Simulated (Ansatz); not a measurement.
A made-up structure of C₂H₄I (charge +1), closed shell:

```xyz
7
angstrom
C -0.3241 0.1653 -0.5939
C 0.3663 -0.0599 0.6470
I 0.6692 -1.8068 1.5007
H -0.7059 -0.7223 -1.0907
H 0.4399 -2.7663 2.8851
H 0.7715 0.7929 1.1911
H 0.3539 0.7355 -1.2547
```

It is relaxed with PBE-D4/def2-SVP and then PBE0-D4/def2-TZVP (Ansatz 0.2.0). Atoms count as bonded within 1.22 times the sum of their covalent radii (H–H: 0.88 Å). The end point is not checked to be a true minimum.

Does its bonding change? (A judgement: the text doesn't fix the answer.)

Computed: No: no bond forms or breaks.

Where it ends: The first stage lowers the energy by 2.29 eV in 12 steps. It ends as C₂H₄I ([CH2][CH][IH]), total charge +1:
```
atom    x (Å)    y (Å)    z (Å)
  C1  -0.1217  -0.0370  -0.4988
  C2   0.5802  -0.1652   0.6054
  I3   0.9881  -2.1028   1.3454
  H4  -0.5520  -0.8615  -1.0541
  H5  -0.0927  -2.0595   2.5631
  H6   1.0547   0.5973   1.2076
  H7  -0.2858   0.9670  -0.8841
```

Labels in which every atom is bracketed show which atoms are joined, not bond orders.

For scale, one of the runs: PBE0-D4/def2-TZVP relaxation, 136 basis functions, launched by `ansatz run in.yaml --threads 2 --pin off --events-out ev --progress --plain --max-ram 4352MiB`. Hardware: 2 CPU threads of an Arm Neoverse V2, shared host. Wall time about 20 s.
